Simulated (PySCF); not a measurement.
C4H8ClGeN.
Geometry (PBE0-D3(BJ)/def2-SVP, Å), atoms numbered from 1 in this order:
```
atom  x, y, z in Å
C1     3.3023   -0.2902    0.0872
C2     1.8767   -0.0718   -0.0743
C3     0.6804    0.1148   -0.2167
Ge4   -1.1900    0.3993   -0.3750
C5    -2.1704   -1.2519   -0.1893
N6    -1.8484    1.6636    0.7667
Cl7   -1.5254    1.2263   -2.3520
H8     3.8699    0.6217   -0.1553
H9     3.5445   -0.5739    1.1234
H10    3.6559   -1.0951   -0.5758
H11   -1.9958   -1.6808    0.8087
H12   -1.8360   -1.9739   -0.9466
H13   -3.2442   -1.0581   -0.3172
H14   -1.7038    1.4363    1.7485
H15   -1.4696    2.5924    0.5960
```

Computed with PySCF at PBE0/def2-SVPD, non-relativistic, on one gas-phase PBE0-D3(BJ)/def2-SVP geometry that isn't relaxed in the solvent. The solvent is an IEF-PCM continuum (van der Waals radii × 1.2), and excitations are vertical TDDFT with non-equilibrium linear response and a frozen core. Specific hydrogen bonds and non-electrostatic terms are outside this model. Spin–orbit coupling is left out although an atom past zinc is present.

```csv
run,E − E(gas) (kJ/mol),HOMO (eV),HOMO–LUMO gap (eV),dipole (D),lowest singlet (eV),static polarisability (au)
gas,0.00,-7.54,7.35,3.80,5.78,101.0
P,-31.18,-7.60,7.33,4.99,5.79,133.1
Q,-12.75,-7.55,7.34,4.27,5.78,112.8
```

Q: The runs were made in acetone and cyclohexane. Which run belongs to which solvent?

A: P = acetone, Q = cyclohexane. The dielectric constants are 2.017 (cyclohexane), 20.49 (acetone), and the energy falls further as ε rises. The optical constants n² used for the excitations are 2.04, 1.85 in the same order. In this model the ground state sees the solvent through ε alone.

Q: How constant is the ratio of the lowering to (ε − 1)/(2ε + 1)?

A: 
| solvent | (ε − 1)/(2ε + 1) | E − E(gas) (kJ/mol) | ratio (kJ/mol) | polarisation term (kJ/mol) |
| --- | --- | --- | --- | --- |
| cyclohexane | 0.202 | -12.75 | -63.1 | -13.55 |
| acetone | 0.464 | -31.18 | -67.2 | -36.19 |

The ratio changes by +6.4 % in size from cyclohexane to acetone. The polarisation term is half the interaction of the solute with the induced surface charges.

Rough CPU time on one thread of a shared machine: about 1.7 min. This is the whole response run at PBE0/def2-SVPD in acetone, SCF included.
